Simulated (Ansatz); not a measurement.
The cluster Al₂Cl₆, relaxed as a singlet with RKS r2SCAN-D4/def2-SVP in Ansatz, starting from the GFN2-xTB geometry. Force threshold 0.02 eV/Å.

Another isomer (singlet) lies 1.09 eV lower at PBE0-D4/def2-TZVP; other spin states weren't run for this one.

Start:

```xyz
8

Al    1.037    2.102   -0.284
Al   -0.912   -1.838    0.262
Cl   -0.898   -2.218   -1.756
Cl    1.432    3.329    1.261
Cl    1.404    2.368   -2.245
Cl    0.490   -2.792    1.417
Cl    0.129    0.317    0.217
Cl   -2.682   -1.269    1.129
```

(1) Estimate the energy that the relaxation releases and the steps that it takes.

(2) Does the start keep its bonding?

(3) Predict the relaxed structure.

## Answers

(1) 45.7 kJ/mol, in 12 steps; 34 s on 4 threads of Arm Neoverse V1 on a shared host. No frequencies were taken in this run, so the end may be a saddle point.

(2) By distances, no bond broke or formed. The bond that changes most is Al2–Cl7, from 2.39 to 2.59 Å (atoms count from 1).

(3) 
Cartesian coordinates in Å:
```
Al 0.9541 1.9468 -0.1947
Al -0.8657 -1.7603 0.1983
Cl -0.5551 -1.4784 -1.8597
Cl 1.6080 3.6355 0.8060
Cl 1.1043 1.6949 -2.2343
Cl 0.4505 -3.0233 1.2363
Cl 0.1075 0.4650 1.0943
Cl -2.8036 -1.4804 0.9538
```
Bond lengths (bridged metal pairs left out): 7 × Al–Cl 2.06 to 2.59 Å.
